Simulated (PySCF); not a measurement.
# Two-component Hartree-Fock for Se²²⁺ (selenium, charge +22)

Start: [Ne] 3s2. Calculated with PySCF 2.14 in an uncontracted even-tempered set (19 s from 2.7 bohr⁻², ratio 2.4; 13 p from 3.5 bohr⁻², ratio 2.4; 5 d from 12 bohr⁻², ratio 2.6; 4 f from 19 bohr⁻², ratio 2.6): generalised Hartree-Fock with the X2C-1e Hamiltonian and a Gaussian nucleus; one run each with spin-orbit coupling (SO) switched off, then screened by Boettger's factors.

```json
{"spinor shell": "1s1/2", "electrons": "2", "ε, spin-free (eV)": "-13719.8", "ε, screened SO (eV)": "-13719.6", "weight of nominal j (screened SO)": "1.000", "rms radius, screened SO (bohr)": "0.0507"}
{"spinor shell": "2s1/2", "electrons": "2", "ε, spin-free (eV)": "-2630.7", "ε, screened SO (eV)": "-2630.6", "weight of nominal j (screened SO)": "1.000", "rms radius, screened SO (bohr)": "0.208"}
{"spinor shell": "2p1/2", "electrons": "2", "ε, spin-free (eV)": "-2426.5", "ε, screened SO (eV)": "-2456.2", "weight of nominal j (screened SO)": "1.000", "rms radius, screened SO (bohr)": "0.183"}
{"spinor shell": "3s1/2", "electrons": "2", "ε, spin-free (eV)": "-985.14", "ε, screened SO (eV)": "-985.14", "weight of nominal j (screened SO)": "1.000", "rms radius, screened SO (bohr)": "0.515"}
```

**Question.** Where does 2p3/2 lie, and what is the 2p spin-orbit splitting (screened SO)?

**Answer.** At -2412.4 eV, 43.796 eV above 2p1/2.

```json
{"quantity": "E (hartree)", "spin-free": "-2130.38386", "screened SO": "-2130.48945"}
{"quantity": "M_J", "spin-free": "0", "screened SO": "0"}
{"quantity": "⟨J²⟩", "spin-free": "0.000", "screened SO": "0.000"}
{"quantity": "⟨L²⟩", "spin-free": "0.000", "screened SO": "0.001"}
{"quantity": "⟨S²⟩", "spin-free": "0.000", "screened SO": "0.001"}
```

Without spin-orbit coupling the j labels of p, d and f shells carry no meaning; the spin-free column gives the mean over the occupied spinors of each nl shell.
